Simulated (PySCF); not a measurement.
**Correlation energy of Pb²⁺ (lead, charge +2)**

[Xe] 4f14 5d10 6s2, closed-shell 1S. Computed with PySCF 2.14 in aug-cc-pVDZ-PP with ECP60MDF (5s4p3d, 32 functions), with scalar relativity through the core potential. Frozen: 5s2 5p6 5d10; 2 electrons correlated.

Total MP2 correlation energy: -17.53 mhartree.

Same-spin part 0.00 and opposite-spin part -17.53 mhartree; SCS-MP2 scales them by 1/3 and 6/5 to -21.04 mhartree.

With two correlated electrons CCSD is exact within the correlated space (frozen core and kept virtual orbitals).

```tsv
level	correlation energy (mhartree)
CCSD	-25.14
```

Diagnostics: T1 = 0.0013, D1 = 0.0019, largest double amplitude 0.078.

Cost of the coupled-cluster step: 0.05 s of wall time on 1 thread of Neoverse-V1 (shared host), for 2 correlated electrons.

Iterations:

```
CC2 = 0
CCSD nocc = 1, nmo = 23
frozen orbitals [0, 1, 2, 3, 4, 5, 6, 7, 8]
max_cycle = 100
direct = 0
conv_tol = 1e-08
conv_tol_normt = 1e-06
diis_space = 8
diis_start_cycle = 0
Init t2, MP2 energy = -191.124652838451  E_corr(MP2) -0.0175307093012662
Init E_corr(CCSD) = -0.0175307093013188
cycle = 1  E_corr(CCSD) = -0.0226546502059035  dE = -0.0051239409  norm(t1,t2) = 0.0326088
cycle = 2  E_corr(CCSD) = -0.0242781186537453  dE = -0.00162346845  norm(t1,t2) = 0.0116179
cycle = 3  E_corr(CCSD) = -0.02515260913736  dE = -0.000874490484  norm(t1,t2) = 0.00431385
cycle = 4  E_corr(CCSD) = -0.0251429632333752  dE = 9.64590398e-06  norm(t1,t2) = 0.000138938
cycle = 5  E_corr(CCSD) = -0.0251429532936504  dE = 9.93972481e-09  norm(t1,t2) = 9.68091e-06
cycle = 6  E_corr(CCSD) = -0.025142680802473  dE = 2.72491177e-07  norm(t1,t2) = 1.19392e-06
cycle = 7  E_corr(CCSD) = -0.0251427378972646  dE = -5.70947916e-08  norm(t1,t2) = 2.52004e-07
cycle = 8  E_corr(CCSD) = -0.0251427342480863  dE = 3.64917828e-09  norm(t1,t2) = 3.32293e-08
CCSD converged
E(CCSD) = -191.1322648633977  E_corr = -0.02514273424808628
```
